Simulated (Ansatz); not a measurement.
This triplet is an excited state, 1.20 eV above the relaxed singlet at the level frozen-core CCSD(T)/cc-pVTZ // PBE0-D3(BJ)/def2-SVP (Ansatz, a program for electronic structure).

Cartesian coordinates (Å):
```xyz
8

C      2.6030    -0.4175    -0.1878
C      1.3973    -0.4336    -0.4200
Si    -0.3321    -0.5321    -0.8688
C     -1.6350     0.3183     0.2033
H      3.6565    -0.3965     0.0267
H     -1.6106    -0.0933     1.2242
H     -2.6366     0.1531    -0.2191
H     -1.4425     1.4016     0.2416
```
Charge 0, spin multiplicity 3.

Calculation: frozen-core CCSD(T)/cc-pVTZ // PBE0-D3(BJ)/def2-SVP (Ansatz).

```yaml
HF energy: -404.79830 Ha
MP2 correlation energy: -0.53802 Ha
```

### Question
Estimate the CCSD correlation energy, the (T) correction, the total energy and the T1 diagnostic.

### Answer

- CCSD correlation energy = -0.58283 Ha
- (T) correction = -0.02939 Ha
- CCSD(T) total energy = -405.41052 Ha
- T1 diagnostic = 0.036
